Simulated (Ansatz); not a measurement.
Consider the redistribution: `C=C[Se][SiH2]C` + `O=C[SiH2]Br` → `C[SiH2][Se]C=O` + `C=C[SiH2]Br`.

Program: Ansatz. Geometries: PBE0-D4/def2-TZVP. ΔE: electronic, gas phase. CCSD(T)/CBS adds triple-zeta CCSD(T) − MP2 to the extrapolated MP2 energy (def2 sets, frozen cores). DFT in def2-TZVPP. For Br, Se outer-core shells are correlated without core-valence functions, which leaves a few kJ/mol of doubt a bond. Scalar relativity is left out up to krypton. Each species was taken in one conformer, which may not be the lowest.

```
         level  ΔE (kJ/mol)
           PBE        -74.4
MP2/def2-TZVPP        -66.2
MP2/def2-QZVPP        -66.7
 MP2/CBS(def2)        -67.0
```

Q: What does CCSD(T)/CBS give? (Best estimate.)

A: Computed: -64.1 kJ/mol. The listed levels differ from it by -10.3, -2.1, -2.6, -2.9 kJ/mol.

Largest T1 diagnostic among the species: 0.014.

From PBE to PBE0 (25 % exact exchange), in def2-TZVPP and without D4, ΔE moves by +3.6 kJ/mol.
